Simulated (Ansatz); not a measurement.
Reaction (ligand exchange at the Si–F bond): `C[SiH2]O[SiH2]F` + HCl → `C[SiH2]O[SiH2]Cl` + H–F

Program: Ansatz. Geometries: PBE0-D4/def2-TZVP. ΔE: electronic, gas phase. CCSD(T)/CBS adds triple-zeta CCSD(T) − MP2 to the extrapolated MP2 energy (def2 sets, frozen cores). This one scheme is used for every species. Functionals use def2-TZVPP. Each species was taken in one conformer, which may not be the lowest.

```tsv
level	ΔE (kJ/mol)	difference from CCSD(T)/CBS
revPBE-D4	32.8	-9.6
r2SCAN0-D4	43.2	0.8
ωB97M-V	44.7	2.3
PBE-QIDH	40.7	-1.7
revPBE	41.2	-1.2
r2SCAN0	44.7	2.3
CCSD(T)/def2-SVP	46.9	4.5
HF/def2-TZVPP	58.8	16.4
MP2/def2-QZVPP	39.7	-2.7
HF/CBS(def2)	60.9	18.5
CCSD(T)/CBS	42.4	0
```

Largest T1 diagnostic among the species: 0.011.

At CCSD(T), def2-SVP lies +4.5 kJ/mol from the extrapolated value and def2-TZVPP +4.4 kJ/mol. Leaving LDA and LC-ωPBE aside and taking each functional with its dispersion term where it has one, the values, not all of them listed here, spread over 19.1 kJ/mol, from revPBE-D4 to CAM-B3LYP-D4. In def2-TZVPP, CCSD(T) changes the Hartree–Fock value by −12.0 kJ/mol (the triples alone add −2.6 kJ/mol) and MP2 by −17.3 kJ/mol.
